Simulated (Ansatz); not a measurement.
All values below come from frozen-core CCSD(T)/cc-pVTZ // B3LYP-D3(BJ)/def2-TZVP (Ansatz, a first-principles code). The geometry is that of the parent before the electron was removed.

Ansatz 0.2 input:
```yaml
crystal:
  periodic: [false, false, false]
  atoms:
    - { symbol: B, position_ang: [1.269577, -0.189486, 0.118413] }
    - { symbol: C, position_ang: [-0.069181, 0.541217, -0.051711] }
    - { symbol: C, position_ang: [-1.227625, -0.133432, -0.087854] }
    - { symbol: H, position_ang: [2.306289, 0.398393, 0.153748] }
    - { symbol: H, position_ang: [1.269389, -1.379285, 0.218123] }
    - { symbol: H, position_ang: [-0.113792, 1.623598, -0.146675] }
    - { symbol: H, position_ang: [-1.243931, -1.21435, 0.002322] }
    - { symbol: H, position_ang: [-2.190726, 0.353343, -0.206364] }
basis:
  gaussian: { orbitals: cc-pVTZ }
correlation:
  method: ccsd_t
total_charge: 1
magnetization:
  spin_polarized: true
  initial_magnetization: 1
```

Output:

```
Functional definition: HF
901 factors; integrals over basis functions are off by at most 1.3e-3 eV
mean field evaluation 1: about -2795.1437 eV, gradient 3.0e1 eV
mean field evaluation 2: about -2795.1461 eV, gradient 3.0e1 eV
mean field evaluation 4: about -2800.1116 eV, gradient 3.2e0 eV
mean field evaluation 8: about -2800.2543 eV, gradient 2.7e-1 eV
mean field evaluation 16: about -2800.2601 eV, gradient 6.6e-2 eV
mean field evaluation 32: about -2800.2531 eV, gradient 2.8e-1 eV
mean field evaluation 64: about -2800.2595 eV, gradient 1.5e0 eV
mean field evaluation 96: about -2800.2637 eV, gradient 5.2e-2 eV
mean field evaluation 128: about -2800.4555 eV, gradient 1.8e-2 eV
mean field evaluation 160: about -2800.4558 eV, gradient 5.7e-2 eV
mean field evaluation 192: about -2796.9807 eV, gradient 1.6e-1 eV
mean field evaluation 224: about -2797.9815 eV, gradient 4.5e-1 eV
mean field evaluation 256: about -2794.5564 eV, gradient 1.1e0 eV
mean field evaluation 288: about -2795.2454 eV, gradient 3.1e0 eV
mean field evaluation 320: about -2802.4752 eV, gradient 3.2e-1 eV
mean field evaluation 352: about -2800.4555 eV, gradient 5.9e-3 eV
mean field evaluation 384: about -2796.9713 eV, gradient 1.5e-1 eV
mean field -2802.47837956 eV, -102.9891808609 hartree, gradient 1.9e-6 eV, S^2 0.754641; 3 other end points of the search recorded, 0 dependent functions left out
determinant -2802.47837956 eV, -102.9891808609 hartree, with singles and doubles -2813.66675613 eV, -103.4003461160 hartree
determinant -2800.45549279 eV, -102.9148411430 hartree, with singles and doubles -2812.43802494 eV, -103.3551910776 hartree
determinant -2800.26464410 eV, -102.9078275830 hartree, with singles and doubles -2812.25716316 eV, -103.3485445298 hartree
3 core orbitals not correlated
reference -2802.47837956 eV, -102.9891808609 hartree; 8, 7 occupied and 149, 150 virtual orbitals, 901 factors
second order -9.77719652 eV of doubles, -0.00000000 eV of singles
cycle   1  -10.95959623 eV  change   -9.4e-1 eV  update   2.1e-2
cycle   2  -10.97671756 eV  change   -1.7e-2 eV  update   4.4e-3
cycle   3  -10.97723675 eV  change   -5.2e-4 eV  update   1.5e-3
cycle   4  -10.97761028 eV  change   -3.7e-4 eV  update   3.9e-4
cycle   5  -10.97758651 eV  change    2.4e-5 eV  update   1.4e-4
cycle   6  -10.97758130 eV  change    5.2e-6 eV  update   5.4e-5
cycle   7  -10.97760215 eV  change   -2.1e-5 eV  update   2.5e-5
cycle   8  -10.97760649 eV  change   -4.3e-6 eV  update   1.3e-5
perturbative correction -0.34012147 eV, -0.0124992333 hartree
Total energy: -2813.79610752 eV, -103.4050996918 hartree
```

Cost: roughly 110 core-seconds.
